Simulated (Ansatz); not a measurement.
Harmonic frequencies (cm⁻¹) at PBE0-D4/def2-TZVP from Ansatz: 82, 115, 130, 234, 471, 506, 593, 652, 716, 776, 841, 937, 940, 958, 988, 1134, 2002, 2204, 2212, 2230, 3587.

Each molecule was computed in one conformer, which needn't be the lowest.

Task: Which molecule is it?
A. `F[SiH2][NH][AlH2]`
B. `C=[C](I)[In]([OH])[Cl]`
C. `[NH2][Al]([F])[SiH3]`
D. `[F][AlH][NH][SiH3]`

Result: D.
